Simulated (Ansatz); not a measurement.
Single points on the cluster MnO2⁻.

```yaml
crystal:
  periodic: [false, false, false]
  atoms:
    - {symbol: Mn, position_ang: [-0.096161, -0.358549, 0.299287]}
    - {symbol: O, position_ang: [-0.906019, -0.329918, -1.066211]}
    - {symbol: O, position_ang: [1.002180, 0.688466, 0.766923]}
basis:
  gaussian: {orbitals: def2-TZVPD, initial_orbitals: start.molden}
total_charge: -1
magnetization: {spin_polarized: true, initial_magnetization: 0}
hamiltonian: {xc: pbe, dispersion: d4}
scf: {omitted_lower_state_checks: [starts]}
output: {orbitals: {seedname: orbitals}}
```

The file start.molden holds the orbitals of an earlier run on this structure, at another level or in another basis.

```sh
$ ansatz run in.yaml --threads 4 --pin off --events-out ev --progress --plain --max-ram 3916MiB
```

It prints (some lines left out):

```
Functional definition: PBE
822 factors; their error is unknown
mean field evaluation 1: about -35407.1322 eV, gradient 7.6e0 eV
mean field evaluation 2: about -35407.3988 eV, gradient 4.1e-1 eV
mean field evaluation 4: about -35407.4004 eV, gradient 1.3e-1 eV
mean field evaluation 8: about -35407.4008 eV, gradient 7.4e-5 eV
mean field evaluation 16: about -35407.4008 eV, gradient 5.7e-6 eV
mean field -35407.40081205 eV, -1301.1979798445 hartree, gradient 5.7e-6 eV, S^2 1.010212; 0 other end points of the search recorded, 0 dependent functions left out
reference -35407.40085219 eV, -1301.1979813197 hartree; 21, 21 occupied and 107, 107 virtual orbitals, 822 factors
Total energy: -35407.45815206 eV, -1301.2000870509 hartree
Checks for a lower state left out: starts
```

It took 5.5 s on 4 threads of Arm Neoverse N1 on a shared host.

The first input with `hamiltonian: {xc: pbe0, dispersion: d4}` and without the key `scf` (abridged; 42 s):

```
Functional definition: PBE0
mean field evaluation 16: about -35405.6084 eV, gradient 1.7e-1 eV
mean field evaluation 32: about -35404.5632 eV, gradient 2.0e0 eV
mean field evaluation 64: about -35405.5793 eV, gradient 6.5e-1 eV
mean field evaluation 96: about -35405.6087 eV, gradient 1.1e-2 eV
mean field evaluation 128: about -35404.7691 eV, gradient 1.9e-5 eV
mean field -35405.60868312 eV, -1301.1321203211 hartree, gradient 5.3e-6 eV, S^2 1.097037; 12 other end points of the search recorded, 0 dependent functions left out
Total energy: -35405.65635605 eV, -1301.1338722690 hartree
```

First input, but with `hamiltonian: {xc: r2scan, dispersion: d4}` (abridged; 15 s):

```
Functional definition: r2SCAN
mean field evaluation 16: about -35414.6270 eV, gradient 9.2e-6 eV
mean field -35414.62696841 eV, -1301.4635361927 hartree, gradient 8.9e-6 eV, S^2 1.025453
Total energy: -35414.63919051 eV, -1301.4639853467 hartree
Checks for a lower state left out: starts
```

Geometry: PBE0-D4/def2-TZVPD, that of the charge -1 singlet.

At PBE-D4/def2-TZVPD, PBE0-D4/def2-TZVPD, r2SCAN-D4/def2-TZVPD the unrestricted singlet has broken spin symmetry (⟨S²⟩ up to 1.10). At PBE-D4/def2-TZVPD, r2SCAN-D4/def2-TZVPD the highest occupied level of the charge -1 singlet lies above zero (up to 0.86 eV). Its loss leaves the charge 0 doublet, which lies 1.94 eV higher (vertical, at PBE-D4/def2-TZVPD), but this difference is unsure: the doublet is doubtful (geometry relaxed on an unsound state). At PBE0-D4/def2-TZVPD a quintet of charge -1 lies 1.19 eV below the unrestricted singlet, which stands at the restricted singlet's geometry. The structure comes from a short search, and lower isomers may exist.
